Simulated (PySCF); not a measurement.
C2H5NO2Si, SMILES O=C/N=C/O[SiH3].

The structure is a stationary point at r2SCAN-D4/def2-SVP. The structure was generated by enumeration; whether it is a known compound was not checked. Other conformers were not sampled.

Vertical ionisation energy (IE) and electron affinity (EA) in eV. Rows of orbital energies are one-electron estimates. Where ΔSCF, EOM or ADC give a negative EA the extra electron is unbound and the value depends on the basis.

```json
[
 {"level": "−ε(HOMO), −ε(LUMO), ωB97X/def2-TZVP (PySCF)", "IE": "10.29", "EA": "-0.61"},
 {"level": "−ε(HOMO), −ε(LUMO), PBE/def2-TZVP (PySCF)", "IE": "6.17", "EA": "2.71"}
]
```
